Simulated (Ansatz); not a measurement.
Counterpoise correction, worked out

The pair of K⁺ (SMILES [K+], atom 1) and SiH$_{4}$ (SMILES [SiH4], atoms 2–6), both closed shells, in one local arrangement (a lower one may exist), relaxed at PBE0-D4/def2-TZVP:

```tsv
atom	x (Å)	y (Å)	z (Å)
K1	0.2757	-0.0156	-3.6045
Si2	-0.0586	0.0034	0.7667
H3	-1.4766	-0.2586	1.0967
H4	0.8345	-1.0676	1.2608
H5	0.3796	1.3433	1.2157
H6	0.0455	-0.0049	-0.7355
```

Computed with Ansatz 0.2.0 (basis: def2-TZVPPD); correlated methods freeze the cores. The outer core shell of Li, Na, Mg and K is correlated. The def2 sets are not built for correlating such inner shells, so the correlated values are less sure here.

CCSD(T) total energies in eV:

| system | geometry | basis functions | energy |
| --- | --- | --- | --- |
| pair | pair | all | -24234.83582 |
| K⁺ | as in the pair | all (partner as ghosts) | -16304.26274 |
| SiH$_{4}$ | as in the pair | all (partner as ghosts) | -7930.36197 |
| K⁺ | as in the pair | its own | -16304.24723 |
| SiH$_{4}$ | as in the pair | its own | -7930.35978 |
| K⁺ | free (PBE0-D4 minimum) | its own | -16304.24723 |
| SiH$_{4}$ | free (PBE0-D4 minimum) | its own | -7930.38537 |

Task: Work out the interaction energy with and without the counterpoise correction, the superposition error, and the binding energy from the relaxed fragments.

Result: Without correction: -24234.83582 − (-16304.24723) − (-7930.35978) = -0.22881 eV.
With correction (each fragment in the whole basis): -24234.83582 − (-16304.26274) − (-7930.36197) = -0.21111 eV = -4.87 kcal/mol.
The superposition error is the difference, 0.01770 eV, 8 % of the uncorrected value: each fragment borrows its partner's functions.
Deformation from the free shapes: 0.00000 eV for K⁺ and 0.02559 eV for SiH$_{4}$.
Binding energy from relaxed fragments: -0.21111 + 0.00000 + 0.02559 = -0.18552 eV = -4.28 kcal/mol (electronic, without zero-point energy; negative means bound). For comparison, the corrected interaction energy by CCSD(T) at an estimated basis limit (MP2 extrapolated from triple and quadruple zeta, plus CCSD(T) − MP2 in triple zeta) is -0.220 eV; triple zeta with the correction binds less.

The T1 diagnostic stays at or below 0.012.

For scale, one of the runs: CCSD(T)/def2-TZVPPD, 152 basis functions, launched by `ansatz run in.yaml --threads 2 --pin off --events-out ev --progress --plain --max-ram 5222MiB`. Time: 9.5 s of wall clock on 2 CPU threads of an Arm Neoverse V1; the host was shared. Peak host memory: 0.94 GiB.
